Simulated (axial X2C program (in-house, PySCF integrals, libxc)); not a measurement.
**Spin–orbit effects down a group: molecules with Fe (ions), PBE0**

Calculated with an in-house relativistic program for diatomic molecules, spin-free (one-electron X2C) or two-component (2c: spin–orbit coupling with atomic mean-field Coulomb and Gaunt terms, which also bring small scalar terms), in Dyall basis sets with cores contracted in-house; open shells are unrestricted.

Basis sets: Fe dyall-cv3z, H dyall-v3z, Li dyall-cv3z, Na dyall-cv3z.

```json
{"molecule": "FeH⁺", "spin-free state": "M_S = 2, Λ = 1", "Re (Å)": "1.550", "ωe (cm⁻¹)": "1880.6", "De (eV)": "2.12", "2c state": "Ω = 3", "Re 2c (Å)": "1.550", "ωe 2c (cm⁻¹)": "1880.1", "De 2c (eV)": "n/a"}
{"molecule": "LiFe⁺", "spin-free state": "M_S = 2, Λ = 0", "Re (Å)": "2.799", "ωe (cm⁻¹)": "261.0", "De (eV)": "0.88", "2c state": "Ω = 2", "Re 2c (Å)": "2.799", "ωe 2c (cm⁻¹)": "260.9", "De 2c (eV)": "n/a"}
{"molecule": "NaFe⁺", "spin-free state": "M_S = 2, Λ = 0", "Re (Å)": "3.118", "ωe (cm⁻¹)": "136.7", "De (eV)": "0.63", "2c state": "Ω = 2", "Re 2c (Å)": "3.119", "ωe 2c (cm⁻¹)": "136.6", "De 2c (eV)": "n/a"}
```

Q: Work out the shifts from the spin-free to the two-component result.

A: 

```tsv
molecule	2c state	ΔRe (Å)	Δωe (cm⁻¹)	ΔDe (eV)
FeH⁺	Ω = 3	0.000	-0.5	n/a
LiFe⁺	Ω = 2	0.000	-0.1	n/a
NaFe⁺	Ω = 2	0.001	-0.1	n/a
```

Shifts of one unit in the last digit are rounding.

Fragments in 2c: Fe+ + H, Fe + Li+, Fe + Na+. Each entry is the lowest single determinant of a limited PBE0 search at one distance. De goes to single-determinant-based atoms at the same level (for ions the charge split of lowest energy) and is withheld (n/a) where an atom does not fit its ground term or J level. Main or longest-lived isotopes. One determinant is a doubtful description, or other states lie close, for FeH⁺, LiFe⁺, NaFe⁺; these need not be ground states, and all values refer to the states named. Some open-shell Ω = 0 determinants are out of reach, so the Ω given for FeH⁺, LiFe⁺, NaFe⁺ need not be the lowest component. With several unpaired electrons the Ω given is that of one determinant, not necessarily of the lowest component. The functionals have no current term, which raises determinants with orbital currents.
